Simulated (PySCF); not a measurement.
Gas-phase reaction: GeO + 2 OH + H₂O ⇌ Ge(OH)₄

Method: PySCF energies plus ideal-gas RRHO corrections (1 bar). † marks an energy on the PBE0/def2-TZVP geometry and frequencies; other levels use their own. 6-31G* has spherical d functions here. Open shells (unrestricted): OH (multiplicity 2, electronic degeneracy 4); the rest are closed-shell singlets. Spin-orbit splitting is ignored; it lowers the true energy and changes the entropy of OH. B3LYP is the form with VWN-RPA correlation. Ge: all electrons, no relativistic terms. Ge(OH)₄: computed as isolated molecules; such fragments, hydroxides, amides, oligomers or adducts are transient or little studied in the gas. The harmonic model lacks anharmonicity and excited electronic states, which grow with temperature; levels with a mode under 35 cm⁻¹ are left out. Internal rotation in Ge(OH)₄ is treated as a harmonic vibration of one conformer, which makes the entropy rough.

```tsv
level	ΔE electronic, kJ	ΔH°(298 K), kJ	ΔS°(298 K), J/K	ΔG°(600 K), kJ
B3LYP/6-31G*	-768	-743	-429	-486
PBE/def2-SVP	-845	-820	-426	-566
PBE/def2-TZVP†	-817	-791	-428	-535
PBE0/def2-SVP†	-847	-821	-428	-565
r2SCAN/def2-TZVP†	-841	-815	-428	-559
LDA/def2-TZVP†	-1009	-983	-428	-727
```
ΔH° is lowest at LDA/def2-TZVP† and highest at B3LYP/6-31G*. No reference value is set beside these.
